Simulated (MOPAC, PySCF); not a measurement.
Dimer: C2H4 (SMILES C=C) (first 6 atoms) with C2H6O (SMILES COC); geometry from B3LYP-D3(BJ)/def2-TZVP, rigid monomers moved along the line of their centres of mass till H5···O8 is 2.80 Å.
(charge 0, multiplicity 1):
```csv
atom,x (Å),y (Å),z (Å)
C,0.5184,-0.5038,0.2877
C,-0.3977,0.4366,0.4691
H,0.8600,-0.7904,-0.6998
H,0.9667,-1.0288,1.1230
H,-0.7351,0.7185,1.4592
H,-0.8421,0.9575,-0.3710
C,0.6687,0.7797,4.5093
O,-0.6897,0.4999,4.2494
C,-1.0012,-0.8675,4.4054
H,1.3287,0.2342,3.8230
H,0.9402,0.5155,5.5395
H,0.8147,1.8488,4.3646
H,-0.4204,-1.4922,3.7150
H,-2.0604,-0.9878,4.1844
H,-0.8066,-1.2062,5.4312
```

Interaction energies are E(AB) − E(A) − E(B) at the monomers' geometry in the complex; basis-set methods are counterpoise corrected. Rows marked so take none.

Rows in 3-21G, 6-31G* carry no dispersion term and start afresh at each structure (6-31G* with six Cartesian d functions). The state that AM1 reach isn't checked.

Codes used: MOPAC for AM1 (differences of heats of formation); PySCF for 3-21G rows, 6-31G* rows. Each number belongs to the level named beside it.

One of these levels gives -2.66 kcal/mol for the interaction energy. Which?
A) M06-2X/6-31G* (no counterpoise)
B) AM1
C) B3LYP/3-21G (no counterpoise)
D) B3LYP/6-31G* (no counterpoise)

C, B3LYP/3-21G (no counterpoise). The others give -0.19 (AM1), -1.34 (B3LYP/6-31G* (no counterpoise)), -2.16 (M06-2X/6-31G* (no counterpoise))
